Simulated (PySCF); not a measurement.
## Computed spin Hamiltonian

C6H9ClF (doublet state).
Numbering: `[CH2:1][CH2:2][CH2:3]/[C:4]([F:5])=[C:6](/[CH3:7])[Cl:8]` (hydrogens: H9, H10 on C1; H11, H12 on C2; H13, H14 on C3; H15, H16, H17 on C7)

Geometry (GFN2-xTB, Å), atoms numbered from 1 in this order:
```xyz
17
C6H9ClF angstrom
C      2.9990    0.5597   -0.2131
C      1.5975    0.7089    0.1855
C      0.8690   -0.6769    0.2579
C     -0.5453   -0.5046    0.6775
F     -0.7307   -0.5731    2.0225
C     -1.6098   -0.2428   -0.0797
C     -3.0057   -0.0404    0.4015
Cl    -1.3951   -0.1239   -1.7935
H      3.7709    0.4382    0.5217
H      3.2502    0.3945   -1.2431
H      1.5181    1.1750    1.1694
H      1.0519    1.3141   -0.5434
H      0.9148   -1.1521   -0.7213
H      1.3815   -1.3044    0.9876
H     -3.3311    0.9781    0.1916
H     -3.0583   -0.2168    1.4724
H     -3.6838   -0.7215   -0.1104
```

The hyperfine couplings belong to this conformer and change with its torsions.

Level of theory: UKS B3LYP, pcH-1 on C Cl F H, non-relativistic, mean-field spin-orbit, GIAO (PySCF 2.14.0). The structure is a single GFN2-xTB conformer in the gas phase; no vibrational or solvent corrections. The geometry wasn't refined by DFT: couplings that depend on bond lengths, twists or pyramidal angles can differ widely from those at the functional's own minimum. No stability test was run, so a lower SCF solution isn't excluded.

```json
{"g1, g2, g3": "2.00212, 2.00283, 2.00287", "g_iso": "2.00261", "Form of g": "close to axial: the two nearest values differ by 5 % of g3 − g1", "⟨S²⟩": "0.7537 (exact 0.7500)", "Total energy": "-794.04744 Eh"}
```

Hyperfine couplings atom by atom, in 10⁻⁴ cm⁻¹; T1 to T3 are the principal values of the dipolar part (1 × 10⁻⁴ cm⁻¹ = 2.998 MHz):

```tsv
atom	isotope	a_iso	of which spin–orbit	T1	T2	T3	Mulliken spin population
C1	13C	31.9	0.0	-26.9	-26.7	53.6	1.08
C2	13C	-10.6	0.0	-0.7	-0.1	0.8	-0.09
C3	13C	33.4	0.0	-2.2	-2.1	4.3	0.06
C4	13C	2.9	0.0	-0.8	-0.2	1.0	0.00
F5	19F	0.9	0.0	-1.8	-0.4	2.2	0.00
C6	13C	0.9	0.0	-0.5	-0.3	0.8	0.01
C7	13C	-0.1	0.0	-0.1	0.0	0.1	0.00
Cl8	35Cl	0.1	0.0	-0.2	-0.1	0.3	0.00
H9	1H	-20.8	0.0	-13.0	0.0	13.1	-0.04
H10	1H	-20.6	0.0	-13.0	-0.1	13.1	-0.04
H11	1H	7.8	0.0	-1.7	-1.4	3.1	0.01
H12	1H	16.6	0.0	-1.6	-1.5	3.2	0.02
H13	1H	-1.6	0.0	-1.9	-0.8	2.6	0.00
H14	1H	-1.7	0.0	-2.0	-0.7	2.7	0.00
H15	1H	0.8	0.0	-0.1	-0.1	0.2	0.00
H16	1H	0.0	0.0	-0.1	-0.1	0.3	0.00
H17	1H	0.3	0.0	-0.1	-0.1	0.2	0.00
```

The largest Mulliken spin populations are on C1 (+1.08) and C2 (-0.09). No atom but C1 exceeds +0.15. The angles at C1 add up to 359.1°, so it is planar; its axial dipolar tensor and the negative couplings of its protons fit spin in a p orbital normal to that plane.

Axes: g2 points within 10° of the C1–C2 bond.

Under fast tumbling the dipolar parts average out, and these isotropic splittings remain: 2 × 1H (H9/H10, I = 1/2, 3 lines) with 2.21 mT, 2 × 1H (H11/H12, I = 1/2, 3 lines) with 1.31 mT, 2 × 1H (H13/H14, I = 1/2, 3 lines) with 0.18 mT, 1 × 19F (F5, I = 1/2, 2 lines) with 0.10 mT and 3 × 1H (H15/H16/H17, I = 1/2, 4 lines) with 0.04 mT.

Nuclei that the bonding pattern makes equivalent are averaged, as if the motion that swaps them (rotation, inversion, ring flip) were fast. The 1H value of +36.7 MHz is a mean of couplings from 23.4 to 49.9 MHz in this one geometry, not an average over conformers.

The 13C coupling of C3 (100.1 MHz) shows only in satellite lines or after enrichment, since that isotope makes up about 1.07 % of natural carbon.
